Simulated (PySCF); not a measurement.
**Frontier orbitals and the lowest excitations**

C4H7ClO2Si.
Structure used (GFN2-xTB), in Å, numbered top down from 1:
```
atom  x, y, z in Å
O1    -1.034    2.417   -0.726
C2    -1.381    1.309   -0.652
C3    -1.908    0.124   -0.534
Cl4   -3.660    0.069   -0.600
C5    -1.167   -1.178   -0.439
C6     0.192   -0.919    0.210
O7     0.793    0.159   -0.440
Si8    2.235    0.862   -0.159
H9    -1.742   -1.885    0.158
H10   -1.023   -1.600   -1.439
H11    0.826   -1.810    0.132
H12    0.060   -0.680    1.272
H13    2.293    1.396    1.204
H14    2.200    1.867   -1.204
H15    3.312   -0.121   -0.310
```

Method used: TDDFT CAM-B3LYP/def2-SVPD, vertical, gas phase, core orbitals frozen in the response in PySCF.

Kohn–Sham orbitals with the atoms that hold most of them (Löwdin shares over 4%, at most four atoms; ? is withheld):

```tsv
orbital	ε (eV)	atoms
HOMO-3	-10.83	Cl4 31%, O7 23%, Si8 12%, H14 8%
HOMO-2	-10.42	Cl4 46%, O7 19%, C5 8%, C6 7%
HOMO-1	-10.01	O7 44%, Si8 12%, C6 11%, H15 7%
HOMO	-7.84	?
LUMO	?	?
LUMO+1	0.80	Si8 30%, C6 9%, H13 9%, H15 9%
LUMO+2	1.24	Si8 50%, H15 10%, H13 9%, H14 8%
```

Question: Which atoms hold the HOMO, and with what shares?

Answer: C3 (bonded to 2 C and Cl) 32%; Cl4 (bonded to C) 21%; O1 (bonded to C) 19%; C2 (bonded to C and O) 18%. By element: carbon 50% or more, chlorine 21%, oxygen 19% or more.

Question: Give the leading atoms of the LUMO.

Answer: C2 (bonded to C and O) 32%; O1 (bonded to C) 23%; Cl4 (bonded to C) 23%; C3 (bonded to 2 C and Cl) 12%. By element: carbon 44% or more, oxygen 23% or more, chlorine 23%.

Question: What is the LUMO energy, and the HOMO–LUMO gap?

Answer: ε(LUMO) = -0.47 eV; the gap is 7.37 eV (0.2708 hartree).

Question: The HOMO–LUMO gap is 7.37 eV. Where does the response calculation put the lowest singlet, and from which orbitals?

Answer: S1 is at 2.94 eV (f = 0.0000), 4.42 eV below the gap, made of HOMO→LUMO (97%). Without the coupling terms of the response equations the lowest excitation would equal the gap.

Next come S2 at 6.00 eV (f 0.0045), HOMO→LUMO+1 (61%), HOMO→LUMO+4 (10%), HOMO→LUMO+3 (8%); S3 at 6.30 eV (f 0.017), HOMO-2→LUMO (59%), HOMO-1→LUMO (24%), HOMO-3→LUMO (13%); S4 at 6.55 eV (f 0.0072), HOMO→LUMO+6 (26%), HOMO-4→LUMO (17%), HOMO→LUMO+3 (13%); S5 at 6.64 eV (f 0.019), HOMO-1→LUMO (64%), HOMO-2→LUMO (21%).

Löwdin shares depend on the basis, the more so with diffuse functions.

One conformer stands for the species.
